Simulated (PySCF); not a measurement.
## Energy of Tc (technetium, neutral) between two integer charges

The 5s beta orbital of [Kr] 4d5 5s2 is emptied in steps (occupation f), with all orbitals relaxed, ending at [Kr] 4d5 5s1. Calculation: PySCF 2.14, in def2-TZVP with the def2 core potential (28 electrons) (6s4p3d1f, 40 functions); scalar relativity through the core potential. The exact energy is a straight line in f; departures are measured from the line between the end points of the same method.

| f | UHF (eV) | LDA (eV) | PBE (eV) |
| --- | --- | --- | --- |
| 1 | 0.000 | 0.000 | 0.000 |
| 0.8 | 0.020 | -0.453 | -0.427 |
| 0.6 | 0.029 | -0.682 | -0.643 |
| 0.4 | 0.028 | -0.684 | -0.644 |
| 0.2 | 0.018 | -0.457 | -0.425 |
| 0 | 0.000 | 0.000 | 0.000 |

Question: For LDA, how does the orbital energy at f = 1 compare with the removal energy?

Answer: −ε = 4.521 eV against a total-energy difference of 7.338 eV. By Janak's theorem ε = ∂E/∂f, so the gap between them reflects the curvature. Along the path −ε is 5.630 (f = 0.8), 6.758 (f = 0.6), 7.901 (f = 0.4), 9.053 (f = 0.2) eV.

```tsv
method	E(f=0) − E(f=1) (eV)	−ε at f=1 (eV)	−ε at f=0.4 (eV)
UHF	5.542	5.676	5.512
LDA	7.338	4.521	7.901
PBE	6.908	4.250	7.446
```

Reference removal energy between the ground levels: 7.119 eV (measured; NIST Atomic Spectra Database, ionization energies). UHF lacks correlation.
